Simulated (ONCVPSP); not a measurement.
Plane-wave convergence, ONCV potential for Ti (Z = 22)

```
Element                 : titanium (Ti)
Generator               : ONCVPSP 4.0.1
Type                    : optimised norm-conserving Vanderbilt (ONCV)
Functional              : LDA (Perdew-Zunger)
Relativity              : scalar-relativistic
Frozen core             : [Ne] 3s2
Valence charge          : 10
Reference configuration : 3p6 3d2 4s2
Partial waves           : 4s: rc 2.85 bohr, ncon 5, nbas 9, qcut 1.9 1/bohr, 1 projector; 3p: rc 1.30 bohr, ncon 3, nbas 7, qcut 9.3 1/bohr, 2 projectors, debl 2.1 Ha; 3d: rc 1.30 bohr, ncon 4, nbas 9, qcut 14.3 1/bohr, 2 projectors, debl 2.4 Ha
Local potential         : polynomial inside 1.05 bohr (lpopt 5, dvloc0 0 Ha)
Core correction         : Teter function fitted to the true core (icmod 2), fcfact 0.25
```

**Question.** For each optimised wave give the share of its norm inside rc, the residual kinetic energy above qcut (Ha) and the cutoffs (Ha) for errors of 10, 1, 0.1 and 0.01 mHa per electron.

**Answer.**

| wave | norm inside rc | residual KE | 10 mHa | 1 mHa | 0.1 mHa | 0.01 mHa |
| --- | --- | --- | --- | --- | --- | --- |
| 4s | 0.351 | 5.2e-03 | 1.4 | 5.2 | 22.1 | 27.0 |
| 3p | 0.731 | 6.9e-07 | 15.1 | 19.6 | 23.2 | 32.0 |
| p projector 2 | 0.109 | 9.0e-07 | 14.0 | 18.8 | 22.7 | 34.6 |
| 3d | 0.464 | 4.3e-08 | 46.6 | 60.0 | 71.2 | 80.3 |
| d projector 2 | 0.087 | 1.3e-08 | 47.0 | 61.8 | 73.7 | 83.4 |

The occupied waves need 60 Ha and 71 Ha for 1 and 0.1 mHa. Note: ghosts flagged at negative energy: s at -124.9 eV; no localised positive-energy state flagged. A true bound ghost makes a file unfit for plane-wave use.
